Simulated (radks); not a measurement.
Results of a calculation; reference values are marked as such.
Task: The argon ion Ar10+ is in [He] 2s2 2p(1/2: 2, 3/2: 2). Code: a radial shooting solver on a logarithmic mesh with Libxc functionals. Model: Dirac Kohn-Sham, BLYP, spin-unpolarised, spherical densities, finite nucleus; Fermi nuclear charge, rms radius of each element as measured or else 0.836 A^(1/3) + 0.57 fm. Sub-shells are occupied by j as written (lower j first in brackets). One electron is removed from 2p3/2, 2p1/2, 1s1/2, 2s1/2 in turn, with full relaxation. Which removal costs least, and what does each cost?

Result: 2p3/2 547.38 eV; 2p1/2 550.18 eV; 2s1/2 603.50 eV; 1s1/2 3576.7 eV. The 2p3/2 electron leaves first.
